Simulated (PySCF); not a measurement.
Compound: C4H14AlNO.
SMILES: `C[O][AlH2-][N+](C)(C)C`

Computed, not measured: PySCF, TDDFT B3LYP/def2-SVPD, vertical, gas phase, core orbitals frozen in the response. One conformer (not necessarily the lowest) at the PBE0-D3(BJ)/def2-SVP geometry, without solvent, vibrations or thermal averaging. Torsions of this conformer, `[CH3:1][O:2][AlH2-:3][N+:4]([CH3:5])([CH3:6])[CH3:7]`: C1–O2–Al3–N4 158°, O2–Al3–N4–C5 180°.

```
state  E (eV)  λ (nm)       f  main configurations (H = HOMO, L = LUMO)
   S1    5.92   209.5   0.012                                 H→L (96%)
   S2    6.00   206.6  0.0032                               H→L+1 (96%)
   S3    6.51   190.3  0.0032                H-1→L (70%), H-1→L+1 (28%)
   S4    6.61   187.5   0.038                H-1→L+1 (69%), H-1→L (27%)
   S5    6.66   186.3  0.0046                               H→L+2 (91%)
   S6    6.92   179.3   0.010                               H-2→L (89%)
   S7    6.96   178.2   0.026   H→L+3 (35%), H-2→L+1 (28%), H→L+4 (24%)
   S8    7.01   176.8   0.038   H-2→L+1 (55%), H→L+4 (22%), H→L+3 (12%)
   S9    7.07   175.4  0.0051                  H→L+4 (48%), H→L+3 (47%)
  S10    7.25   171.0  0.0016                H→L+5 (76%), H-2→L+1 (11%)
```

Triplets, Tamm–Dancoff:

```csv
state,E (eV),λ (nm),"main configurations (H = HOMO, L = LUMO)"
T1,5.77,214.8,"H→L+1 (64%), H→L (25%)"
T2,5.89,210.6,"H→L (69%), H→L+1 (28%)"
T3,6.37,194.7,H-1→L+1 (87%)
T4,6.44,192.5,H-1→L (90%)
```

The lowest singlet comes at 210 nm (571 kJ/mol) in the ultraviolet; it is weak; its leading configuration is HOMO→LUMO (96%). The largest oscillator strength of a single state is 0.038. Löwdin shares by element: HOMO oxygen 42%, hydrogen 24% or more, aluminium 16% (atoms not listed hold the other 19%); LUMO carbon 30% or more, aluminium 15% (atoms not listed hold the other 55%). The listed states span 1.33 eV, and the widest gap between neighbours is 0.51 eV (S2 to S3). Weighted by f, the mean energy of these states is 6.76 eV. The oscillator strengths of these states sum to 0.142; summed over the whole spectrum of an exact calculation they would give the number of electrons, 66 (Thomas–Reiche–Kuhn). All these states lie below the vertical ionisation energy of 8.67 eV (ΔSCF). Only the lowest 10 singlets were computed, as vertical energies without vibronic structure.

The run took 11 min on Arm Neoverse N1, one thread, on a shared host, and the process peaked at 1.0 GiB of memory.

Without π bonds the low states are Rydberg-like; a valence basis with one diffuse set may place them up to an eV too high.
